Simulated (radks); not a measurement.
Fractional charge and spin in the 1s shell of beryllium: the spin-up occupation runs from 0 to 1 and the spin-down occupation from 0 to 1; the fullest corner is Be2+, 1s(up 1, down 1). All-electron calculation, non-relativistic Kohn-Sham, BLYP, spin-polarised, spherical densities, point nucleus. Program: a radial shooting solver on a logarithmic mesh with Libxc functionals. Energy (eV) minus the two flat planes that join the four corners (they meet along the diagonal where the two added fractions sum to one electron); zero is where a piecewise linear energy would lie.

down \ up       0    0.25     0.5    0.75       1
0           0.000  -3.971  -5.796  -4.546   0.000
0.25       -3.971  -3.491  -1.278   3.879  -3.595
0.5        -5.796  -1.278   5.179  -1.461  -5.067
0.75       -4.546   3.879  -1.461  -4.136  -3.921
1           0.000  -3.595  -5.067  -3.921   0.000

Corners above the fullest one (they belong to Be3+ and the next ion): (up 1, down 0) 154.03 eV, (up 0, down 1) 154.03 eV, (up 0, down 0) 371.44 eV. With half an added electron in each spin the energy lies 5.179 eV from the planes (fractional-spin error, the static-correlation error of a stretched bond), and with half an added electron in spin up alone -5.796 eV (fractional-charge error). For a frontier s shell over closed shells the exact functional lies on the planes.
